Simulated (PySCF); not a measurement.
BP86 on Ba⁺ (barium, charge +1)

Configuration: [Xe] 6s1, 2S determinant. All numbers are calculated (PySCF 2.14, a scalar-relativistic core potential, in def2-SVP with the def2 core potential (46 electrons)).

```
Total energy                : -25.2947 hartree
One-electron energy         : -39.2537 hartree
Hartree (Coulomb) energy    : 17.4467 hartree
Exchange-correlation energy : -3.4877 hartree
⟨S²⟩                        : 0.7501
⟨L²⟩                        : 0.000
Sum of ⟨r⟩                  : 19.66 bohr
Sum of ⟨r²⟩                 : 53.76 bohr²
Time after the integrals    : 0.13 s of wall time on 1 thread of Neoverse-V1 (shared host)
```

```tsv
shell	electrons	mean orbital energy (hartree)	rms radius, mean of both spins (bohr)
5s α	1	-1.49436	1.77
5s β	1	-1.49149	1.77
5p α	3	-0.92998	2.06
5p β	3	-0.92614	2.06
6s α	1	-0.29526	4.70
```

Energies and moments cover only the electrons outside the core potential. Spin-orbit coupling, which splits the p, d and f shells strongly at this Z, is absent.
